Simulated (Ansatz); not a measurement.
Pulling the pair apart

The pair of HCN (SMILES C#N, atoms 1–3) and H2Te (SMILES [TeH2], atoms 4–6), both closed shells, in one local arrangement (a lower one may exist), relaxed at PBE0-D4/def2-TZVP:

C1  (-0.012, -0.022, -2.415)
N2  (0.321, 0.283, -1.363)
H3  (-0.322, -0.307, -3.397)
Te4  (-0.404, 0.559, 2.763)
H5  (0.132, 0.367, 1.208)
H6  (0.284, -0.881, 3.204)
(Å)

H2Te is shifted rigidly along the line between the mean atom positions of the two fragments (negative: closer). Counterpoise interaction energies in kJ/mol. Program: Ansatz 0.2.0. Basis: def2-TZVPPD. Cores are frozen in the correlated methods. Filled d shells of the heavier atoms are correlated. Core potentials replace the inner electrons of the atoms past krypton. The def2 sets are not built for correlating such inner shells, so the correlated values are less sure here.

```json
{"shift (Å)": "-0.42", "PBE-D4": "-3.7", "r2SCAN-D4": "-0.4", "wB97M-V": "0.1"}
{"shift (Å)": "-0.21", "PBE-D4": "-5.8", "r2SCAN-D4": "-3.3", "wB97M-V": "-3.5"}
{"shift (Å)": "0.00", "PBE-D4": "-6.2", "r2SCAN-D4": "-4.2", "wB97M-V": "-4.6"}
{"shift (Å)": "0.21", "PBE-D4": "-5.8", "r2SCAN-D4": "-4.1", "wB97M-V": "-4.5"}
{"shift (Å)": "0.50", "PBE-D4": "-4.8", "r2SCAN-D4": "-3.6", "wB97M-V": "-3.8"}
{"shift (Å)": "1.05", "PBE-D4": "-2.9", "r2SCAN-D4": "-2.4", "wB97M-V": "-2.5"}
{"shift (Å)": "2.10", "PBE-D4": "-1.1", "r2SCAN-D4": "-1.1", "wB97M-V": "-1.1"}
{"shift (Å)": "4.20", "PBE-D4": "-0.2", "r2SCAN-D4": "-0.3", "wB97M-V": "-0.3"}
```

Problem. What does CCSD(T) give at these shifts? (An estimate is asked for; the value comes from the calculation.)

Solution. The calculation gives: 0.3, -3.5, -4.7, -4.8, -4.1, -2.6, -1.1, -0.3 kJ/mol. For zero shift, CCSD(T) at an estimated basis limit (MP2 extrapolated from triple and quadruple zeta, plus CCSD(T) − MP2 in triple zeta) gives -5.4 kJ/mol. These are counterpoise interaction energies, counted from the two frozen fragments.

The T1 diagnostic stays at or below 0.013.

For scale, one of the runs: CCSD(T)/def2-TZVPPD, 184 basis functions, launched by `ansatz run in.yaml --threads 2 --pin off --events-out ev --progress --plain --max-ram 5222MiB`. The run took 35 s on 2 CPU threads of an Intel Xeon 6975P-C (shared host), with 2.2 GiB of host memory at its peak.
